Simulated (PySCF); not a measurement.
# Structure from 2D NMR

Compound of formula C₄H₁₁OPSi. Correlations simulated from computed shifts and the bond graph:

HSQC (one-bond C–H):
```tsv
δH	δC
2.33	29.3
1.81	2.6
1.25	29.3
0.99	2.6
```

COSY cross peaks (H two or three bonds apart, from the bond graph; peaks can be absent where the dihedral angle is near 90°):
```tsv
δH	δH
7.26	2.33
7.26	1.25
4.13	4.03
4.13	1.81
4.13	0.99
4.03	1.81
4.03	0.99
2.33	1.81
2.33	1.25
2.33	0.99
1.81	1.25
1.81	0.99
1.25	0.99
```

HMBC (two and three bonds, from the bond graph):
```tsv
δH	δC
7.26	29.3, 2.6
4.13	29.3, 2.6
4.03	29.3, 2.6
2.33	29.3, 2.6
1.81	29.3, 2.6
1.25	29.3, 2.6
0.99	29.3, 2.6
```

- NMR shieldings at PBE0/pcSseg-1/GIAO
- geometry from GFN2-xTB
- code: PySCF 2.14.0 with density-fitted response routines
- in vacuum, single conformer, fast rotation and ring inversion assumed for equivalent nuclei, non-relativistic Hamiltonian

Chemical shifts δ = σref − σ; 1H, 13C against TMS, all at this level.

Exchangeable hydrogens are left out of these lists.

Problem. Which molecule is this?

Solution. `O=[PH]1CC[SiH2]CC1`.

Numbering as in the mapped SMILES `[O:1]=[PH:2]1[CH2:3][CH2:4][SiH2:5][CH2:6][CH2:7]1` (H(Xn): hydrogen on atom n). Ha(C3), Ha(C4), Ha(Si5), Ha(C6), Ha(C7) are cis to O1 on the ring; Hb(C3), Hb(C4), Hb(Si5), Hb(C6), Hb(C7) are trans to O1 on the ring.

1. δC 29.3 is C3/C7, an sp3 CH2 bonded to P (δH 2.33, 1.25).
2. δC 2.6 is C4/C6, an sp3 CH2 bonded to Si (δH 1.81, 0.99).
3. COSY links 7.26–2.33, 7.26–1.25, 4.13–4.03, 4.13–1.81, 4.13–0.99, 4.03–1.81.

The shifts were computed for this structure.

Shifts are as computed. Against solution values, carbons near 30 ppm lie about +3 ppm off and those near 130 ppm about +5 ppm. Of 1211 compounds with measured shifts, 218 miss one by over three times the rms of a fit or turn the order of signals round; such compounds aren't used in these exercises.
